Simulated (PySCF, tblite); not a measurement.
Isomers of C3H11Si3 (doublet state), one GFN2-xTB conformer each. Single-point energies are computed at B3LYP/pcH-1 (PySCF, gas phase, no added dispersion term), electronic only. GFN2-xTB treats the open shell by occupation alone, and not every SCF solution was tested for stability.

```
                    SMILES  GFN2-xTB relative energy (kcal/mol)
  [SiH2]/C=C\[SiH2]C[SiH3]                                  0.0
   [SiH3]/C=C\[SiH]C[SiH3]                                  0.4
[SiH3]/C=[C]\[SiH2]C[SiH3]                                 11.4
```

Conformers: `[SiH2:1]/[CH:2]=[CH:3]\[SiH2:4][CH2:5][SiH3:6]` (doublet state) with C2–C3–Si4–C5 89°, C3–Si4–C5–Si6 -65°; `[SiH3:1]/[CH:2]=[CH:3]\[SiH:4][CH2:5][SiH3:6]` (doublet state) with C2–C3–Si4–C5 -2°, C3–Si4–C5–Si6 -97°; `[SiH3:1]/[CH:2]=[C:3]\[SiH2:4][CH2:5][SiH3:6]` (doublet state) with C2–C3–Si4–C5 101°, C3–Si4–C5–Si6 52°.

**Question.** What does B3LYP/pcH-1 give for the same structures?

**Answer.** 
```tsv
SMILES	B3LYP/pcH-1 E (Eh)	B3LYP/pcH-1 (kcal/mol)	GFN2-xTB (kcal/mol)	point group
[SiH2]/C=C\[SiH2]C[SiH3]	-989.39575	0.0	0.0	C1
[SiH3]/C=C\[SiH]C[SiH3]	-989.39494	0.5	0.4	C1
[SiH3]/C=[C]\[SiH2]C[SiH3]	-989.38426	7.2	11.4	C1
```

Both levels put the same isomer lowest; measured from each level's own lowest isomer, the values differ by up to 4.2 kcal/mol ([SiH3]/C=[C]\[SiH2]C[SiH3]: 11.4 against 7.2). Neighbours under 5.0 kcal/mol apart ([SiH2]/C=C\[SiH2]C[SiH3] and [SiH3]/C=C\[SiH]C[SiH3]) can change places with a better method, another conformer or zero-point energy.

**Question.** What happens when harmonic zero-point energies from GFN2-xTB frequencies are added?

**Answer.** 
| SMILES | ZPE (kcal/mol) | electronic (kcal/mol) | with ZPE (kcal/mol) |
| --- | --- | --- | --- |
| [SiH2]/C=C\[SiH2]C[SiH3] | 70.9 | 0.0 | 0.0 |
| [SiH3]/C=C\[SiH]C[SiH3] | 70.9 | 0.5 | 0.5 |
| [SiH3]/C=[C]\[SiH2]C[SiH3] | 68.5 | 7.2 | 4.8 |

The zero-point energies span 2.4 kcal/mol. The order is unchanged.

**Question.** As an exercise, what shares would exp(−E/RT) give at 2000 K from these electronic energies alone (no entropy, no degeneracies)?

**Answer.** RT = 3.974 kcal/mol: [SiH2]/C=C\[SiH2]C[SiH3] 49.0 %, [SiH3]/C=C\[SiH]C[SiH3] 43.1 %, [SiH3]/C=[C]\[SiH2]C[SiH3] 8.0 %.
